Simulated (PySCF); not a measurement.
# Ionisation energy of Sn⁺ by level of theory

Sn⁺ [Kr] 4d10 5s2 5p1 (2P) → Sn²⁺ [Kr] 4d10 5s2 (1S), as a difference of total energies. Computed with PySCF 2.14 in cc-pVTZ-PP with ECP28MDF (5s4p3d1f, 39 functions), with a scalar-relativistic core potential. Correlated levels: valence: 4s2 4p6 4d10 frozen. The calculations carry no spin-orbit coupling.

```
           method  ionisation energy (eV)
              UHF                  13.741
             PBE0                  14.254
             BP86                  14.365
    MP2 (valence)                  13.946
SCS-MP2 (valence)                  13.934
   CCSD (valence)                  14.012
CCSD(T) (valence)                  14.030
```

Question: How much does correlation contribute at CCSD(T) (valence)?

Answer: 14.030 − (13.741) = 0.289 eV, measured against UHF.

Errors of the correlated levels include the incompleteness of this basis and the frozen core.

For comparison: 14.282 eV (measured; NIST levels, between the centres of gravity of the two terms).
